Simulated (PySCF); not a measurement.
## Vertical excitation energies

Compound: In(AsH3)F3.
Bonds: In1–As2, In1–F6, In1–F7, In1–F8. Hydrogens: H3, H4, H5 on As2.

Method: PySCF 2.14.0, density-fitted response routines, TDDFT B3LYP/def2-SVPD, vertical, gas phase, core orbitals frozen in the response, def2 core potentials past Kr. Isolated species at its PBE0-D3(BJ)/def2-SVP geometry, gas phase. Spin–orbit coupling is left out.

```csv
state,λ (nm),E (eV),f,|μ| (D),"main configurations (H = HOMO, L = LUMO)"
S1,203.7,6.09,0.276,3.46,H→L (92%)
S2,200.0,6.20,0.0001,0.08,H-3→L (97%)
S3,198.6,6.24,0.0091,0.62,"H-4→L (81%), H-2/H-1→L (≥16%)"
S4,198.5,6.25,0.013,0.74,"H-5→L (72%), H-2/H-1→L (≥25%)"
S5,197.8,6.27,0.031,1.15,"H-2/H-1→L (≥70%), H-4→L (17%)"
S6,197.7,6.27,0.028,1.08,"H-2/H-1→L (≥63%), H-5→L (25%)"
S7,171.3,7.24,0.045,1.28,H-6→L (88%)
S8,168.6,7.35,0.021,0.87,H→L+1 (90%)
S9,168.4,7.36,0.020,0.85,H→L+2 (89%)
```

Triplets, Tamm–Dancoff:

```json
{"state": "T1", "E (eV)": "5.42", "λ (nm)": "228.7", "main configurations (H = HOMO, L = LUMO)": "H→L (97%)"}
{"state": "T2", "E (eV)": "5.72", "λ (nm)": "216.8", "main configurations (H = HOMO, L = LUMO)": "H-2/H-1→L (≥94%)"}
{"state": "T3", "E (eV)": "5.72", "λ (nm)": "216.7", "main configurations (H = HOMO, L = LUMO)": "H-2/H-1→L (≥94%)"}
```

The lowest singlet lies at 6.09 eV (204 nm, ultraviolet) and is strong; its leading configuration is HOMO→LUMO (92%). The lowest level is also the most intense of those listed (f = 0.276). S3/S4 and S5/S6 lie within about 0.01 eV of each other in each set. Löwdin shares by element: HOMO arsenic 39%, fluorine 38% (atoms not listed hold the other 23%); LUMO indium 40%, fluorine 38% (atoms not listed hold the other 21%). Weighted by f, the mean energy of these states is 6.35 eV. Of the 9 states listed, 7 reach f = 0.01 and 1 stays under 0.0005. The vertical ionisation energy (ΔSCF) is 11.65 eV, 4.28 eV above S9. Orbitals of the list HOMO-3 to LUMO+2 that lie within 0.01 eV of each other are written together with a slash and their weights summed (≥ marks a lower bound); for degenerate orbitals outside that list single weights are arbitrary. Singlets were solved by full linear response, triplets in the Tamm–Dancoff approximation. The highest level found (7.62 eV, f 0.086 so far) is left out, since the window may have cut off a degenerate partner.
